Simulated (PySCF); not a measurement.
TiH2(OMe)2, C2H8O2Ti (singlet state).
Bonds: Ti1–O4, Ti1–O9, O4–C5, O9–C10. Hydrogens: H2, H3 on Ti1; H6, H7, H8 on C5; H11, H12, H13 on C10.

Computed by this run: PBE0-D3(BJ)/def2-SVP geometry optimisation, gas phase in PySCF 2.14.0; density fitting, grid level 1; the optimiser is geomeTRIC in internal coordinates, started from a GFN2-xTB structure with every atom displaced at random (about 0.03 Å).

Step 0: E = -29394.2577 eV
```
atom  x, y, z in Å  |  force x, y, z in eV/Å
Ti1     1.1346   -0.0808    0.7730   -0.460   4.284   0.962
H2      1.0174    0.0276    2.4053    0.065  -0.085   0.896
H3      2.5622   -0.0629    0.1632    2.142  -0.322  -0.834
O4      0.4557    1.4346    0.1753   -1.296   0.572  -0.527
C5     -0.4538    2.3603   -0.4559    3.314   1.328   1.681
H6     -0.7731    3.1513    0.3023    0.283  -0.881  -0.708
H7     -1.3137    1.8990   -0.8542   -1.312  -0.951  -0.746
H8      0.1577    2.9004   -1.2440   -0.861  -0.469   0.471
O9      0.2835   -1.4144    0.3222   -2.339  -4.268  -1.499
C10    -0.5682   -2.3837   -0.2597    0.198   1.072  -0.181
H11    -0.0073   -3.1332   -0.8246    0.287  -0.142   0.058
H12    -1.2574   -1.8892   -0.9556   -0.002   0.164  -0.222
H13    -1.2070   -2.8610    0.4750   -0.019  -0.303   0.649
```

Step 1: E = -29394.8546 eV
```
atom  x, y, z in Å  |  force x, y, z in eV/Å
Ti1     1.1032   -0.0117    0.7747   -0.255   0.215  -0.156
H2      1.0022    0.0499    2.4867    0.093  -0.004  -0.121
H3      2.6845   -0.1100    0.1247   -0.053  -0.062   0.114
O4      0.4478    1.4951    0.1762   -0.036  -0.139   0.033
C5     -0.4208    2.3956   -0.4409    0.338  -0.208   0.379
H6     -0.7528    3.1416    0.2974   -0.113   0.043   0.003
H7     -1.2973    1.8634   -0.8396   -0.079   0.082  -0.124
H8      0.1055    2.9300   -1.2453   -0.044  -0.020  -0.149
O9      0.2321   -1.4402    0.2874    0.081  -0.020  -0.057
C10    -0.5981   -2.4014   -0.2847    0.090   0.429   0.142
H11     0.0111   -3.1538   -0.8066   -0.042  -0.123  -0.002
H12    -1.2844   -1.9303   -1.0094    0.006  -0.063  -0.028
H13    -1.2024   -2.8804    0.5016    0.013  -0.130  -0.032
```

Problem. Estimate the geometry and energy of step 2. (The exact step hangs on the optimiser's Hessian estimate; all steps are aligned on step 1, rigid shifts and turns removed.)

Solution. E = -29394.8698 eV, largest force 0.177 eV/Å
```
atom  x, y, z in Å  |  force x, y, z in eV/Å
Ti1     1.0925   -0.0050    0.7667   -0.014  -0.094  -0.032
H2      1.0131    0.0540    2.4705    0.058   0.005  -0.027
H3      2.6771   -0.1273    0.1370   -0.032  -0.021   0.074
O4      0.4426    1.4963    0.1782   -0.140   0.105  -0.028
C5     -0.4165    2.4029   -0.4306    0.118  -0.036   0.074
H6     -0.7574    3.1531    0.3016   -0.023  -0.001   0.010
H7     -1.2994    1.8906   -0.8481   -0.013   0.019  -0.021
H8      0.1075    2.9311   -1.2432   -0.017   0.004  -0.045
O9      0.2324   -1.4390    0.2822    0.017  -0.042  -0.057
C10    -0.5939   -2.4022   -0.2821    0.039   0.148   0.069
H11     0.0107   -3.1654   -0.7977   -0.009  -0.039   0.001
H12    -1.2838   -1.9483   -1.0140    0.005  -0.011  -0.007
H13    -1.1942   -2.8929    0.5016    0.009  -0.037  -0.009
```

The energy changes by -0.0151 eV. The first-order estimate −F·Δx gives -0.0243 eV and the mean of the old and new forces, exact on a quadratic surface, -0.0154 eV. The step makes an angle of 62° with the force vector and moves no atom by more than 0.029 Å.

What follows is the cost of the whole optimisation. Hardware: an Intel Xeon at 2.50 GHz with one thread, shared host. Cost: 5.1 min wall, 3.8 min CPU, 0.47 GiB resident at most.
